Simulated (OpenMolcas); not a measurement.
# Pr4+: moving or changing the point charges

Pr4+ among 8 point charges of -0.5 e arranged as a cube (Oh), 2.52 Å from the ion.
```
   1.4549    1.4549    1.4549  -0.50
   1.4549    1.4549   -1.4549  -0.50
   1.4549   -1.4549    1.4549  -0.50
   1.4549   -1.4549   -1.4549  -0.50
  -1.4549    1.4549    1.4549  -0.50
  -1.4549    1.4549   -1.4549  -0.50
  -1.4549   -1.4549    1.4549  -0.50
  -1.4549   -1.4549   -1.4549  -0.50
```

```yaml
Program: OpenMolcas
Method: "SS-CASPT2, IPEA 0.25 Eh, imaginary shift 0.1 Eh (closed shells correlated: 5s 5p)"
Basis: ANO-RCC-VDZP [7s6p4d2f1g]
Scalar_Hamiltonian: DKH2, point nucleus
Active_space: 1 electron in 7 orbitals (4f)
State_averaging: 2S+1 = 2 odd, 7 roots
Spin-orbit_coupling: RASSI with atomic mean-field integrals over the reference wave functions
```

Runs around this geometry, states (labels of O, the rotations of Oh). Energies in cm-1 above the lowest state or level, χT in cm3 K/mol; under a threefold ground state the first gap can be a small split of the lowest multiplet, not the spin-orbit step.

| R (Å) | Ground state | First state of that spin | First gap with spin-orbit (degeneracies) | Width of lowest J | χT at 300 K |
| --- | --- | --- | --- | --- | --- |
| 2.52 | 2T1 | 2T2 44 | 140 (4, 2) | 140 | 0.797 |
| 2.7 | 2T1 | 2T2 26 | 110 (4, 2) | 114 | 0.802 |
| 2.88 | 2T1 | 2T2 21 | 100 (4, 2) | 102 | 0.804 |

Taking the width of the lowest J multiplet as R^-n, n = -ln(102 / 140) / ln(2.88 / 2.52) = 2.4 between the shortest and longest distance.

Roots that are degenerate in the reference are averaged as groups; the widest CASPT2 spread within a group is 23 cm-1 (the 3-fold group of multiplicity 2 near 26.1 cm-1 above the lowest state of its run, R = 2.7). Shifts and gaps below about the spread of the groups concerned are not significant. This is an electrostatic model: the charges have no orbitals. No measured value stands beside these numbers.
